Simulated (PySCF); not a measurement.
CH₅BrO₃Si, SMILES CO[Si](O)(O)Br.

Geometry: PBE-D3(BJ)/def2-SVP. The values are those of a single conformer.

Calculation: PySCF 2.14.0 with PBE-D3(BJ)/def2-SVP.

Frequencies are harmonic and unscaled.

```csv
mode,ν (cm⁻¹),IR (km/mol),moving atoms (share of kinetic energy)
1,62,4.3,"C 37 %, H 27 %, O 24 %, Br 9 %"
2,90,25.2,"H 79 %, O 13 %"
3,102,10.4,"H 83 %, O 10 %"
4,138,0.4,"C 32 %, H 31 %, O 22 %, Br 10 %"
5,198,53.9,"H 49 %, O 40 %"
6,232,31.2,"O 58 %, H 25 %, Si 10 %"
7,265,3.2,"O 59 %, Br 30 %"
8,270,86.9,"O 45 %, H 44 %"
9,299,21.9,"O 61 %, H 20 %, Si 11 %"
10,358,5.8,"O 61 %, Si 20 %, H 12 %"
11,442,134.9,"Si 54 %, O 31 %, Br 8 %"
12,731,120.6,"O 47 %, Si 24 %, H 16 %, C 13 %"
13,787,213.1,"H 58 %, O 36 %"
14,803,232.4,"H 76 %, O 20 %"
15,912,97.4,"Si 41 %, O 35 %, H 18 %"
16,969,96.5,"Si 46 %, O 39 %, H 14 %"
17,1124,173.1,"H 34 %, O 34 %, C 30 %"
18,1136,2.2,"H 76 %, C 19 %"
19,1173,136.0,"H 43 %, O 30 %, C 24 %"
20,1420,3.9,H 95 %
21,1422,3.0,"H 90 %, C 8 %"
22,1426,6.1,H 96 %
23,2938,55.0,H 97 %
24,3018,24.9,"H 90 %, C 10 %"
25,3056,22.5,"H 90 %, C 10 %"
26,3768,98.7,H 94 %
27,3771,87.7,H 94 %
```
